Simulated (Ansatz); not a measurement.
```yaml
crystal:
  periodic: [false, false, false]
  atoms:
    - {symbol: Si, position_ang: [-1.537490, 1.039786, 0.291800]}
    - {symbol: Al, position_ang: [-0.470134, -0.825428, 1.475263]}
    - {symbol: S, position_ang: [1.360285, -1.742880, 0.709973]}
    - {symbol: Si, position_ang: [1.684490, -0.561124, -1.041210]}
    - {symbol: H, position_ang: [-1.543367, 0.830212, -1.183084]}
    - {symbol: H, position_ang: [-2.948867, 1.213467, 0.737119]}
    - {symbol: H, position_ang: [-0.815366, 2.315075, 0.564225]}
    - {symbol: H, position_ang: [-1.002923, -1.462817, 2.822885]}
    - {symbol: H, position_ang: [1.417230, 0.876169, -0.772398]}
    - {symbol: H, position_ang: [3.106925, -0.732002, -1.425790]}
    - {symbol: H, position_ang: [0.814618, -1.007458, -2.158284]}
basis:
  gaussian: {orbitals: 6-31G}
hamiltonian: {xc: {name: PBE-QIDH}, pseudopotentials: {relativity: scalar}}
```

```sh
$ ansatz run in.yaml --threads 4 --pin off --events-out ev --progress --plain --max-ram 10444MiB
```

It prints (some lines left out):

```
Functional definition: PBE-QIDH
788 factors; integrals over basis functions are off by at most 1.8e-4 eV
mean field evaluation 1: about -33334.8636 eV, gradient 1.4e1 eV
mean field evaluation 2: about -33334.8701 eV, gradient 1.4e1 eV
mean field evaluation 4: about -33335.7964 eV, gradient 1.4e0 eV
mean field evaluation 8: about -33335.8064 eV, gradient 5.3e-3 eV
mean field -33335.80639987 eV, -1225.0682893742 hartree, gradient 3.1e-6 eV, S^2 0.000000; 0 other end points of the search recorded, 0 dependent functions left out
20 core orbitals not correlated: weight in the atoms' cores, before any rotation towards them, 1.000 or more for the frozen orbitals, at most 0.000 for the correlated occupied ones
reference -33335.80641460 eV, -1225.0682899155 hartree; 12, 12 occupied and 34, 34 virtual orbitals, 788 factors
second order -6.17207701 eV of doubles, -0.00000000 eV of singles
Total energy: -33337.86377361 eV, -1225.1438964644 hartree
Relativity: scalar
```

Hardware: 4 threads of an Arm Neoverse V2 on a shared host. Wall time 1.1 s, peak host memory 0.52 GiB.
